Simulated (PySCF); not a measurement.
Selenium: a sound run and one with changed settings

Sound run: Se [Ar] 3d10 4s2 4p4, Se⁺ [Ar] 3d10 4s2 4p3. Computed with PySCF 2.14 in x2c-TZVPall, with the spin-free X2C one-electron Hamiltonian (Gaussian nucleus). In the sound run the correlated levels freeze [Ar] 3d10. The sound run starts from symmetry-adapted Hartree-Fock orbitals and uses a fine grid where one is needed.

Changed run: basis STO-3G, all-electron and non-relativistic. This setting is unsound on purpose.

```
species  method  sound run (hartree)  changed run (hartree)  converged
     Se     UHF          -2428.06640            -2373.52734        yes
     Se   B3LYP          -2429.84973            -2374.78023        yes
     Se    TPSS          -2429.74087            -2374.72929        yes
     Se     MP2          -2428.16641            -2373.52734        yes
    Se⁺     UHF          -2427.75245            -2373.29984        yes
    Se⁺   B3LYP          -2429.48921            -2374.49929        yes
    Se⁺    TPSS          -2429.38656            -2374.45201        yes
    Se⁺     MP2          -2427.82770            -2373.29984        yes
```

Ionisation energy of Se:

```tsv
method	sound run (eV)	changed run (eV)
UHF	8.543	6.191
B3LYP	9.810	7.645
TPSS	9.641	7.545
MP2	9.217	6.191
SCS-MP2	9.282	6.191
```

A minimal basis cannot let orbitals breathe on ionisation and holds almost no correlation. The Hamiltonian changed with the basis, so the totals do not compare.

For comparison, NIST gives 9.752 eV between the lowest levels.
